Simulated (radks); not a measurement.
Values are calculated unless marked as measured or tabulated.
Task: The mean radii <r> (bohr) of the occupied orbitals of an atom or ion are listed with their occupations. Code: a radial shooting solver on a logarithmic mesh with Libxc functionals. Model: scalar-relativistic Kohn-Sham, SCAN, spin-polarised, spherical densities, finite nucleus; meta-GGA in the generalised Kohn-Sham scheme; Fermi nuclear charge, rms radius of each element as measured or else 0.836 A^(1/3) + 0.57 fm.

| orbital | occ. | <r> |
|---|---|---|
| 1s up | 1 | 0.01632 |
| 1s down | 1 | 0.01632 |
| 2s up | 1 | 0.06873 |
| 2s down | 1 | 0.06873 |
| 2p up | 3 | 0.06235 |
| 2p down | 3 | 0.06235 |
| 3s up | 1 | 0.1774 |
| 3s down | 1 | 0.1774 |
| 3p up | 3 | 0.1792 |
| 3p down | 3 | 0.1792 |
| 3d up | 5 | 0.1626 |
| 3d down | 5 | 0.1625 |
| 4s up | 1 | 0.3905 |
| 4s down | 1 | 0.3906 |
| 4p up | 3 | 0.4157 |
| 4p down | 3 | 0.4159 |
| 4d up | 5 | 0.4370 |
| 4d down | 5 | 0.4373 |
| 5s up | 1 | 0.8667 |
| 5s down | 1 | 0.8686 |
| 4f up | 7 | 0.4594 |
| 4f down | 6 | 0.4603 |
| 5p up | 3 | 0.9875 |
| 5p down | 3 | 0.9889 |
| 5d up | 5 | 1.317 |
| 5d down | 5 | 1.308 |
| 6s up | 1 | 2.377 |
| 6s down | 1 | 2.311 |
| 6p up | 2 | 3.288 |

Name the element and its charge. Open shells, if any, are filled with parallel spins first.

Result: Z = 81, thallium, charge 0: Tl in [Xe] 4f13 5d10 6s2 6p2. The 1s radius gives Z: for a bare nucleus <r> = (2 gamma + 1)/(2Z) with gamma = sqrt(1 - (Z/c)^2), 0.01613 bohr for Z = 81, and screening makes it slightly larger (0.01632 here). The occupations add up to 81, and the charge is Z minus that.
